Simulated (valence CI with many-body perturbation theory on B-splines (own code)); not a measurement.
Energy levels of Kr VI

Computed by relativistic CI+MBPT: three valence electrons over a frozen Dirac-Fock core [Ar] 3d10, a basis of 9 s, 9 p, 8 d, 6 f, 3 g, 1 h functions for each j, with the one-electron correlation potential Σ1, the two-electron term Σ2, the three-electron term Σ3, Breit, model QED; selected CI, second order for the rest, scaled by the run's own slope (own B-spline code, finite nucleus).

Against 28 measured levels this calculation errs by 165 cm⁻¹ on average and by 311 at most. These come from a selection out of Saloman, J. Phys. Chem. Ref. Data 36, 215 (2007). Levels without a partner in it may be off by more.

Levels 1 to 33 of 33, with energies above the lowest level, 4s²4p ²P°_1/2. "Leading %" is the weight of the configuration and term that name the level; weights of strongly mixed levels are sums over their largest components and can fall short, so below about 35 % the name and the second component can differ from the true leading terms, or belong to a minority configuration. In the jj column 3d3/2^4 stands for four electrons in 3d with j = 3/2. Lifetimes count E1, E2, E3, M1 and M2 decay at the calculated energies, and are blank where another channel may lead or the interval is too uncertain; long ones can be off by a factor of two.

| No. | Configuration | Term | J | E (cm⁻¹) | Leading % | Second component | Lifetime | Leading jj |
| --- | --- | --- | --- | --- | --- | --- | --- | --- |
| 1 | 4s²4p | ²P° | 1/2 | 0 | 97 |  |  | 4s^2 4p1/2 (97 %) |
| 2 | 4s²4p | ²P° | 3/2 | 8103 | 97 |  | 208 ms | 4s^2 4p3/2 (97 %) |
| 3 | 4s4p² | ⁴P | 1/2 | 107620 | 98 |  | 66.7 ns | 4s 4p1/2^2 (53 %) |
| 4 | 4s4p² | ⁴P | 3/2 | 110980 | 99 |  | 355 ns | 4s 4p1/2 4p3/2 (91 %) |
| 5 | 4s4p² | ⁴P | 5/2 | 115260 | 97 |  | 93.1 ns | 4s 4p3/2^2 (53 %) |
| 6 | 4s4p² | ²D | 3/2 | 141540 | 89 | 8 % 4s²4d ²D | 910 ps | 4s 4p1/2 4p3/2 (65 %) |
| 7 | 4s4p² | ²D | 5/2 | 142590 | 88 | 8 % 4s²4d ²D | 1.17 ns | 4s 4p1/2 4p3/2 (47 %) |
| 8 | 4s4p² | ²S | 1/2 | 170080 | 76 | 21 % 4s4p² ²P | 128 ps | 4s 4p1/2^2 (43 %) |
| 9 | 4s4p² | ²P | 1/2 | 180420 | 76 | 21 % 4s4p² ²S | 69.8 ps | 4s 4p1/2 4p3/2 (49 %) |
| 10 | 4s4p² | ²P | 3/2 | 183930 | 96 |  | 59.0 ps | 4s 4p3/2^2 (61 %) |
| 11 | 4s²4d | ²D | 3/2 | 222130 | 88 | 8 % 4s4p² ²D | 39.3 ps | 4s^2 4d3/2 (88 %) |
| 12 | 4s²4d | ²D | 5/2 | 223060 | 88 | 8 % 4s4p² ²D | 41.9 ps | 4s^2 4d5/2 (88 %) |
| 13 | 4s²5s | ²S | 1/2 | 275480 | 96 |  | 53.0 ps | 4s^2 5s (96 %) |
| 14 | 4p³ | ²D° | 3/2 | 275750 | 60 | 18 % 4s4p4d ²D° | 264 ps | 4p1/2^2 4p3/2 (55 %) |
| 15 | 4p³ | ²D° | 5/2 | 277770 | 75 | 23 % 4s4p4d ²D° | 522 ps | 4p1/2 4p3/2^2 (75 %) |
| 16 | 4p³ | ⁴S° | 3/2 | 278640 | 82 | 12 % 4p³ ²D° | 78.2 ps | 4p1/2 4p3/2^2 (82 %) |
| 17 | 4p³ | ²P° | 1/2 | 303510 | 82 | 15 % 4s4p4d ²P° | 161 ps | 4p1/2 4p3/2^2 (82 %) |
| 18 | 4p³ | ²P° | 3/2 | 305190 | 74 | 16 % 4s4p4d ²P° | 165 ps | 4p3/2^3 (60 %) |
| 19 | 4s4p4d | ⁴F° | 3/2 | 312270 | 98 |  | 4.79 ns | 4s 4p1/2 4d3/2 (81 %) |
| 20 | 4s4p4d | ⁴F° | 5/2 | 313980 | 97 |  | 3.43 ns | 4s 4p1/2 4d3/2 (39 %) |
| 21 | 4s4p4d | ⁴F° | 7/2 | 316550 | 97 |  | 3.16 ns | 4s 4p1/2 4d5/2 (43 %) |
| 22 | 4s4p4d | ⁴F° | 9/2 | 320210 | 99 |  |  | 4s 4p3/2 4d5/2 (99 %) |
| 23 | 4s²5p | ²P° | 1/2 | 324120 | 95 |  | 246 ps | 4s^2 5p1/2 (95 %) |
| 24 | 4s²5p | ²P° | 3/2 | 326640 | 95 |  | 235 ps | 4s^2 5p3/2 (95 %) |
| 25 | 4s4p4d | ⁴P° | 5/2 | 331670 | 68 | 26 % 4s4p4d ⁴D° | 50.4 ps | 4s 4p1/2 4d5/2 (85 %) |
| 26 | 4s4p4d | ⁴D° | 3/2 | 332860 | 54 | 42 % 4s4p4d ⁴P° | 41.5 ps | 4s 4p1/2 4d3/2 (43 %) |
| 27 | 4s4p4d | ⁴D° | 1/2 | 333680 | 83 | 15 % 4s4p4d ⁴P° | 35.5 ps | 4s 4p1/2 4d3/2 (62 %) |
| 28 | 4s4p4d | ⁴P° | 1/2 | 337720 | 84 | 15 % 4s4p4d ⁴D° | 50.6 ps | 4s 4p3/2 4d3/2 (96 %) |
| 29 | 4s4p4d | ⁴D° | 7/2 | 337880 | 97 |  | 34.9 ps | 4s 4p3/2 4d5/2 (66 %) |
| 30 | 4s4p4d | ⁴P° | 3/2 | 338070 | 54 | 44 % 4s4p4d ⁴D° | 43.4 ps | 4s 4p3/2 4d3/2 (84 %) |
| 31 | 4s4p4d | ⁴D° | 5/2 | 338180 | 72 | 24 % 4s4p4d ⁴P° | 38.1 ps | 4s 4p3/2 4d3/2 (61 %) |
| 32 | 4s4p4d | ²D° | 3/2 | 343020 | 80 | 15 % 4p³ ²D° | 52.3 ps | 4s 4p3/2 4d5/2 (38 %) |
| 33 | 4s4p4d | ²D° | 5/2 | 343320 | 73 | 13 % 4p³ ²D° | 54.6 ps | 4s 4p3/2 4d5/2 (56 %) |

Names give the largest LS component (configuration and term), which can be under half, so a name can repeat, a term be missing and a line seem to break the LS rules; names also repeat where a configuration has a term twice.

The ionisation energy to 4s² ¹S0 of the next ion comes out as 78.417 eV (NIST: 78.49 ± 0.2 eV (semi-empirical)). All 33 levels together are meant to be complete up to 351720 cm⁻¹.
